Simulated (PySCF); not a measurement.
A side-by-side comparison of computed properties.

First species: AlEt2(NCO), C5H10AlNO.
Structure used (PBE0-D3(BJ)/def2-SVP), in Å, numbered top down from 1:
```xyz
18
C5H10AlNO angstrom
Al     0.057    0.142    0.046
C      1.964    0.201    0.477
C      2.621   -1.131    0.841
H      2.090    0.929    1.302
H      2.488    0.673   -0.375
H      3.686   -1.014    1.100
H      2.126   -1.610    1.701
H      2.568   -1.853    0.010
C     -1.025    1.630   -0.621
C     -2.450    1.283   -1.053
H     -0.475    2.121   -1.445
H     -1.043    2.397    0.179
H     -3.024    2.174   -1.356
H     -2.459    0.587   -1.907
H     -3.015    0.791   -0.245
N     -0.800   -1.412    0.315
C     -1.394   -2.443    0.475
O     -1.972   -3.448    0.633
```

Second species: C3H7FOSi.
Structure used (PBE0-D3(BJ)/def2-SVP), in Å, numbered top down from 1:
```
atom  x, y, z in Å
F1    -2.5371   -1.8027   -0.6456
C2    -2.0243   -0.5231   -0.6393
C3    -1.3335   -0.2422    0.6476
C4    -0.0689    0.1784    0.7455
O5     0.7084    0.4272   -0.3311
Si6    2.3857    0.5237   -0.3409
H7    -1.3254   -0.4120   -1.4830
H8    -2.8683    0.1740   -0.7925
H9    -1.8968   -0.3909    1.5724
H10    0.3896    0.3702    1.7257
H11    2.8374    1.2771    0.8680
H12    2.7470    1.2435   -1.5886
H13    2.9903   -0.8401   -0.3282
```

Levels: CAM-B3LYP/def2-SVPD for HOMO energy, LUMO energy, HOMO–LUMO gap and static isotropic polarisability; TDDFT CAM-B3LYP/def2-SVPD for lowest singlet excitation; TDA CAM-B3LYP/def2-SVPD for lowest triplet excitation (Tamm–Dancoff). Geometries: PBE0-D3(BJ)/def2-SVP. Each structure is a single optimised conformer of the isolated species, non-relativistic unless stated; the electronic structure was computed with PySCF and density fitting.

Dipoles, sizes and rotational constants follow the conformer. The torsions of the flexible species, by atom-mapped SMILES:
- `[F:1][CH2:2]/[CH:3]=[CH:4]\[O:5][SiH3:6]`: F1–C2–C3–C4 125°, C3–C4–O5–Si6 -161°

Values for the first species:

| Quantity | Value |
| --- | --- |
| HOMO energy | -8.71 eV |
| LUMO energy | 0.05 eV |
| HOMO–LUMO gap | 8.76 eV |
| Lowest singlet excitation | 5.29 eV |
| Lowest triplet excitation (Tamm–Dancoff) | 5.05 eV |
| Static isotropic polarisability | 94.5 au |

(1) Estimate the same properties for the second species, and the change in each.

## Answers

(1) 
| property | first | second | second less first |
| --- | --- | --- | --- |
| HOMO energy | -8.71 eV | -8.42 eV | +0.29 eV |
| LUMO energy | 0.05 eV | 0.73 eV | +0.68 eV |
| HOMO–LUMO gap | 8.76 eV | 9.15 eV | +0.39 eV |
| lowest singlet excitation | 5.29 eV | 6.18 eV | +0.89 eV |
| lowest triplet excitation (Tamm–Dancoff) | 5.05 eV | 4.12 eV | -0.93 eV |
| static isotropic polarisability | 94.5 au | 70.8 au | -23.7 au |

On the first: The vertical singlet–triplet gap S1 − T1 is 0.24 eV (TDDFT singlet less Tamm–Dancoff triplet; S1: HOMO→LUMO, weight 0.93; T1: HOMO→LUMO, weight 0.92). S1 lies 3.47 eV below the HOMO–LUMO gap; its leading configuration is HOMO→LUMO, weight 0.93.

On the second: The vertical singlet–triplet gap S1 − T1 is 2.06 eV (TDDFT singlet less Tamm–Dancoff triplet; S1: HOMO→LUMO, weight 0.92; T1: HOMO→LUMO+1, weight 0.74). The polarisability is 10.49 Å³ as a volume (1 au = 0.148185 Å³), or 1.26 au for each of the 56 electrons.
